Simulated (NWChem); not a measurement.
System: C2H6AlN; SMILES C=[CH][AlH][NH2]

Here is an NWChem input.

```
start job
memory heap 200 mb stack 900 mb global 1100 mb
geometry units angstroms noautoz
  Al    -0.490321     0.538136     0.000000
  H     -2.078368     0.542198     0.000000
  C      0.520657    -1.127223     0.000000
  C     -0.104200    -2.317392     0.000000
  H      1.613787    -1.155747     0.000000
  H      0.428748    -3.269978     0.000000
  H     -1.191528    -2.402157     0.000000
  N      0.344397     2.114608     0.000000
  H     -0.130259     3.009323     0.000000
  H      1.347683     2.252231     0.000000
end
basis spherical
  * library def2-svp
end
dft
  xc xcamb88 1.00 lyp 1.0 hfexch 1.00
  cam 0.33 cam_alpha 0.0 cam_beta 1.0
  iterations 150
  mulliken
end
task dft energy
```

All runs use the structure optimised with B3LYP/6-31G* (spherical d).

Q: What results follow from this input? (LC-BLYP (range parameter 0.33 per bohr)/def2-SVP.) Quantities: energy (Ha); highest occupied level (eV); orbital gap (eV); dipole (D).

A: 
```yaml
energy (Ha): -376.26
highest occupied level (eV): -9.49
orbital gap (eV): 10.72
dipole (D): 1.25
```
